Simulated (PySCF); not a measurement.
# C₆ coefficients of unlike pairs at UHF

Calculated with PySCF 2.14 from the dipole response of each species, C₆(A,B) = (3/π) ∫ α_A(iu) α_B(iu) du, in atomic units, from isotropic polarisabilities. For ions this is the dispersion term alone; charge-induced terms of lower order in 1/R come first.

| species | configuration | basis | relativity | α (bohr³) | C₆ (like pair) |
| --- | --- | --- | --- | --- | --- |
| Cr | [Ar] 3d5 4s1 (7S) | aug-cc-pwCVTZ-DK with one added diffuse shell each of s, p, d, f, g type (11s10p8d5f4g) | spin-free X2C | 107.2 | 979.0 |
| Fe²⁺ | [Ar] 3d6 (5D) | dyall-av2z (16s12p7d2f) | none | 3.016 | 8.444 |
| Cl | [Ne] 3s2 3p5 (2P) | aug-cc-pV(Q+d)Z with one added diffuse shell each of s, p, d, f, g type (8s7p6d4f3g) | none | 14.24 | 89.08 |
| F²⁺ | [He] 2s2 2p3 (4S) | def2-TZVPPD (6s4p3d1f) | none | 1.255 | 1.529 |

Task: Estimate C₆ for Cl with Cr.

Result: The integral gives 234.1. The combination rule 2 C_A C_B / (C_A α_B/α_A + C_B α_A/α_B) gives 217.8 and the geometric mean 295.3.

No spin-orbit coupling is included.

The other pairs:

```
     pair     C₆
F²⁺, Fe²⁺  3.591
  F²⁺, Cr  23.96
 Fe²⁺, Cr  57.04
  F²⁺, Cl  10.68
 Cl, Fe²⁺  25.24
```
